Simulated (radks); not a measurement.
Initial-state core-level shifts of the technetium ion Tc+ when its valence configuration changes from [Kr] 4d5 5s1. All-electron calculation, scalar-relativistic Kohn-Sham, SCAN, spin-polarised, spherical densities, finite nucleus; open shells are filled with parallel spins first (spin-orbit coupling, left out, can overturn this in heavy ions); meta-GGA in the generalised Kohn-Sham scheme; Fermi nuclear charge, rms radius 4.4112 fm. Program: a radial shooting solver on a logarithmic mesh with Libxc functionals. Shifts are changes of the shell-averaged eigenvalues in eV (positive: less bound); the change of the density at the nucleus, which sets a Mossbauer isomer shift, is in e/bohr^3, on a base of 1.022e+05.

[
 {"valence": "4d5.5 5s0.5", "1s": "+1.756", "3s": "+1.869", "3p": "+1.870", "3d": "+1.879", "density at nucleus": "-10.28"},
 {"valence": "4d6", "1s": "+3.461", "3s": "+3.680", "3p": "+3.681", "3d": "+3.699", "density at nucleus": "-20.03"},
 {"valence": "4d5 5s0.5 5p0.5", "1s": "-0.644", "3s": "-0.634", "3p": "-0.633", "3d": "-0.632", "density at nucleus": "-8.40"},
 {"valence": "4d4 5s2", "1s": "-4.689", "3s": "-4.833", "3p": "-4.836", "3d": "-4.861", "density at nucleus": "+20.81"},
 {"valence": "4d5 5p1", "1s": "-1.260", "3s": "-1.237", "3p": "-1.236", "3d": "-1.232", "density at nucleus": "-17.37"},
 {"valence": "4d4 5s1 5p1", "1s": "-5.652", "3s": "-5.815", "3p": "-5.817", "3d": "-5.842", "density at nucleus": "+6.19"},
 {"valence": "4d3 5s1.5 5p1.5", "1s": "-11.185", "3s": "-11.497", "3p": "-11.501", "3d": "-11.558", "density at nucleus": "+21.16"},
 {"valence": "4d3.5 5s1 5p1.5", "1s": "-8.546", "3s": "-8.791", "3p": "-8.794", "3d": "-8.834", "density at nucleus": "+9.10"}
]
